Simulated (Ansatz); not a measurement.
Relaxation of BF3H2S (7 atoms, charge 0, multiplicity 1), to a largest force component of 0.015 eV/Å in at most 40 steps.

The calculation used RKS PBE0-D4/6-31G in Ansatz 0.2.0.

```xyz
7
Properties=species:S:1:pos:R:3
F 0.550 -1.001 1.573
B 0.189 -0.703 0.163
F -1.129 -1.286 -0.177
F 1.296 -1.279 -0.679
S 0.132 1.123 -0.146
H -0.841 1.703 0.662
H -0.135 1.375 -1.442
```

Question: Where does it end, and by what steps?

Answer: The forces met the threshold. Limits of this set-up: no polarisation functions. After 10 steps the energy has fallen by 1.301 eV; B2 moved furthest, 0.44 Å. Parted: B2–S5.

```csv
step,energy less start (eV),largest force component (eV/Å),accepted
0,0.0000,6.460,yes
1,-0.7668,2.842,yes
2,-1.1324,1.308,yes
3,-1.2478,0.545,yes
4,-1.2862,0.165,yes
5,-1.2982,0.111,yes
6,-1.3000,0.085,yes
7,-1.2937,0.242,no
8,-1.3009,0.054,yes
9,-1.3013,0.037,yes
10,-1.3015,0.004,yes
```

```xyz
7
Properties=species:S:1:pos:R:3
F 0.525 -1.068 1.563
B 0.255 -1.131 0.233
F -1.031 -1.337 -0.166
F 1.260 -1.392 -0.643
S 0.245 1.458 -0.147
H -0.893 1.842 0.515
H -0.301 1.560 -1.401
```

Whether the end is a true minimum wasn't checked by a vibrational analysis.

Run time: 26 s on 1 thread of Arm Neoverse V1, on a shared host, peak memory 0.13 GiB.
